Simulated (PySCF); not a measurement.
**Dipole moment and polarisability of `CO/C(F)=C/SC`**

Species: C4H7FOS.
Atom-mapped SMILES: `[CH3:1][O:2]/[C:3]([F:4])=[CH:5]/[S:6][CH3:7]` (hydrogens: H8, H9, H10 on C1; H11 on C5; H12, H13, H14 on C7)

Geometry (GFN2-xTB, Å), atoms numbered from 1 in this order:
```xyz
14
C4H7FOS angstrom
C      3.0504    0.3393    0.5196
O      1.7742    0.3766   -0.0946
C      0.7257   -0.0347    0.6441
F      1.0152   -0.3412    1.9243
C     -0.5088   -0.1359    0.1607
S     -1.8856   -0.6854    1.1066
C     -3.2094   -0.2212   -0.0502
H      3.7476    0.6822   -0.2412
H      3.3100   -0.6760    0.8316
H      3.0916    1.0035    1.3873
H     -0.6946    0.1108   -0.8680
H     -3.0634   -0.7355   -0.9956
H     -3.2111    0.8558   -0.1900
H     -4.1426   -0.5387    0.4033
```

Level: PBE0/def2-SVPD (PySCF), static field, nuclei fixed, core orbitals frozen in the response. The polarisability tensor in these axes (au):

```
x   116.16   7.17   4.34
y     7.17  59.12  -2.94
z     4.34  -2.94  66.07
```

Q: Diagonalise the tensor; give its mean and Δα, where Δα² is half the sum of the squared differences of the eigenvalues.

A: Principal values 56.90, 67.10 and 117.36 au; mean 80.45 au = 11.92 Å³ = 13.26 × 10⁻⁴⁰ C²·m²/J; Δα = 56.06 au (70 % of the mean).

Q: What is the dipole moment, and where does it point?

A: (0.75, 0.74, -1.40) D, 1.75 D in size, pointing from the negative to the positive side. Measured along this direction, the outermost atoms are H14 at the negative end and H8 at the positive end.

Q: What depolarisation ratio follows for Rayleigh scattering of linearly polarised light, taking the static tensor?

A: ρ = 3Δα²/(45ᾱ² + 4Δα²) = 9427.5/(291248 + 12570.0) = 0.031.

Q: Molar refractivity from α?

A: Lorentz–Lorenz: R = (4π/3)N_A α = 2.5225 cm³/(mol·Å³) × 11.92 Å³ = 30.1 cm³/mol, in the limit of long wavelengths.

Q: Refractivity n − 1 of an ideal gas of it at 298.15 K and 1 atm, from the electronic α?

A: N = p/kT = 2.4615 × 10¹⁹ cm⁻³, so n − 1 = 2π × N × 11.92 × 10⁻²⁴ cm³ = 1844 × 10⁻⁶ at long wavelengths, for an ideal gas.

Q: Traceless (Buckingham) quadrupole moment about the centre of nuclear charge: eigenvalues?

A: -8.40, -7.34, 15.74 D·Å. The values depend on the origin, since the dipole doesn't vanish. The electronic extent ⟨r²⟩ about the same centre is 1285 bohr², a root-mean-square distance of 2.37 Å for the 64 electrons.

Isolated species at its GFN2-xTB geometry (one conformer only).
